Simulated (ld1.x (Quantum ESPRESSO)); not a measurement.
# Transferability test, ultrasoft potential for lead (Pb)

lead, ultrasoft, made with ld1.x (Quantum ESPRESSO) 7.5 (PBEsol, scalar-relativistic). Core [Xe] 4f14 5d10, reference 6s2 6p1.75 (charge +0.25). Waves: 6s (bound): rcut 1.50, rcutus 1.85 bohr; 6s channel at -0.25 Ry: rcut 1.50, rcutus 1.85 bohr; 6p (bound): rcut 1.95, rcutus 2.20 bohr; 6p channel at 1.85 Ry: rcut 1.95, rcutus 2.20 bohr. Local part: all-electron potential smoothed inside 1.70 bohr (lloc = -1). Core correction: a·sin(br)/r model core, default radius (core density twice the valence density). Augmentation charge: built from norm-conserving waves at rcut, not smoothed further.

Energies are relative to the spin-unpolarised reference configuration 6s2 6p1.75; without spin polarisation the order of configurations can differ from experiment.

Give the all-electron excitation energy and the error of the potential for: 6s2 6p2; 6s2 6p1; 6s2 6p0; 6s1 6p0; 6s1 6p2; 6s1 6p3; 6s2 6p2.3.

```
valence configuration  charge  ΔE all-electron (eV)  error AE − PS (meV)
              6s2 6p2       0                -1.062                 -0.2
              6s2 6p1      +1                 5.536                  -14
              6s2 6p0      +2                18.983                 -116
              6s1 6p0      +3                51.462                 -651
              6s1 6p2      +1                15.115                  -90
              6s1 6p3       0                 7.709                  -39
            6s2 6p2.3    -0.3                -1.866                 -1.1
```

Note: ghost states, extra bound levels that the all-electron valence spectrum of the same l lacks: s at -64.3 eV, d at -11.8 eV. A true bound ghost makes a file unfit for plane-wave use.
